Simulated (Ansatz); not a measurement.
The first iterations of a band of AlF3H2O (7 atoms, charge 0, multiplicity 1).

These are results of RHF/def2-SVP (Ansatz 0.2.0), not measurements.

* movable images: 5
* climbing image: yes
* spring: 50.0 eV/Å²
* optimiser: quadratic models (default)
* start path: through a guess of the saddle point
* force threshold: 0.05 eV/Å
* iteration limit: 60
* end points: relaxed

First end point:

```xyz
7
Properties=species:S:1:pos:R:3
Al 0.041 -0.021 0.118
F -0.038 0.611 1.644
F 1.445 0.203 -0.714
F -1.351 -0.097 -0.771
O 0.052 -1.886 0.661
H -0.596 -2.462 0.270
H 0.127 -2.071 1.590
```

Last end point:

```xyz
7
Properties=species:S:1:pos:R:3
Al -0.030 -0.404 -0.143
F 0.049 -0.044 1.796
F 1.400 0.167 -0.718
F -1.397 0.361 -0.643
O -0.127 -2.005 0.441
H -0.210 -2.854 0.048
H -0.005 -0.943 2.018
```

| iteration | highest image above the first end (eV) | largest band force component (eV/Å) |
| --- | --- | --- |
| 1 | 3.333 | 4.438 |
| 2 | 1.949 | 3.723 |
| 3 | 1.422 | 3.823 |
| 4 | 1.367 | 1.344 |

Problem. Does the band converge within its limit, and where does its top end?

Solution. It converged. It ended after 13 iterations with the highest image 1.330 eV above the first end. Another band between the same ends (5 images) ends at a top of the same energy, where a vibrational analysis finds 1 clearly imaginary mode. The orbitals stay closed-shell, which can raise the energy where a bond breaks towards radicals; this wasn't checked here.

The run took 66 s on 1 thread of Arm Neoverse V2 (shared host), peak memory 0.15 GiB.
